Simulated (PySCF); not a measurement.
PySCF 2.14 output of an unrestricted BLYP calculation on a single atom or ion in def2-QZVPPD (9s5p5d2f, 63 functions), with the non-relativistic Hamiltonian (point nucleus):

```
SCF conv_tol = 1e-09
number electrons alpha = 6  beta = 6
    A. D. Becke.,  Phys. Rev. A 38, 3098 (1988)
    C. Lee, W. Yang, and R. G. Parr.,  Phys. Rev. B 37, 785 (1988)
    B. Miehlich, A. Savin, H. Stoll, and H. Preuss.,  Chem. Phys. Lett. 157, 200 (1989)
cycle= 1 E= -200.086638690948  delta_E= -0.00648  |g|= 0.0475  |ddm|= 0.172
cycle= 2 E= -200.086927553131  delta_E= -0.000289  |g|= 0.0276  |ddm|= 0.0656
cycle= 3 E= -200.087065105319  delta_E= -0.000138  |g|= 0.00127  |ddm|= 0.0212
cycle= 4 E= -200.087066166865  delta_E= -1.06e-06  |g|= 3.37e-05  |ddm|= 0.00323
cycle= 5 E= -200.087066168097  delta_E= -1.23e-09  |g|= 3.43e-07  |ddm|= 0.000118
cycle= 6 E= -200.087066168097  delta_E= -1.99e-13  |g|= 9.28e-09  |ddm|= 1.51e-06
converged SCF energy = -200.087066168097  <S^2> = -6.2172489e-15  2S+1 = 1
```

The run itself started from symmetry-adapted Hartree-Fock orbitals and held the occupation by maximum overlap, on a logarithmic radial grid, so the iterations belong to that start.

Problem. Which element, charge and spin multiplicity is this?

Solution. Mg (magnesium, neutral), multiplicity 1; the state was [Ne] 3s2, closed-shell 1S.
